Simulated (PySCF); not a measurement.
Potential energy curve for C₂, singlet.

Method: CCSD(T) on UHF/6-31G, 2 core orbitals frozen (PySCF).

**Question.** Relative to R = 1.28 Å, what are the energies at R = 1.01, 1.16, 1.44, 1.53 Å?

**Answer.** 420.3 kJ/mol at 1.01 Å, 51.3 kJ/mol at 1.16 Å, 76.4 kJ/mol at 1.44 Å, 147.5 kJ/mol at 1.53 Å.

The unrestricted solution behind UCCSD(T) changes between 1.70 and 1.88 Å, which can leave a kink. The unrestricted determinant behind UCCSD(T) is spin-contaminated at 0.92 to 5.03 Å (<S²> up to 2.5, against 0.00 for a pure singlet).
